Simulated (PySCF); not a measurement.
Ionisation energy of Ga⁺ by level of theory

Ga⁺ [Ar] 3d10 4s2 (1S) → Ga²⁺ [Ar] 3d10 4s1 (2S), as a difference of total energies. Computed with PySCF 2.14 in pcseg-2 (6s5p3d1f, 43 functions), with no relativity, point nucleus. Correlated levels: valence: [Ar] 3d10 frozen. The calculations carry no spin-orbit coupling.

```csv
method,ionisation energy (eV)
UHF,18.463
M06-L,20.173
MP2 (valence),19.174
CCSD (valence),19.466
```

Q: Estimate what r2SCAN gives.

A: 20.153 eV, closest to M06-L among the rows shown.

Q: Estimate what SCS-MP2 (valence) gives.

A: 19.316 eV, closest to MP2 (valence) among the rows shown.

These non-relativistic numbers lack the scalar-relativistic shift.

Errors of the correlated levels include the incompleteness of this basis and the frozen core.

With two correlated electrons CCSD is exact in that space.

For comparison: 20.515 eV (measured; NIST Atomic Spectra Database, ionization energies).
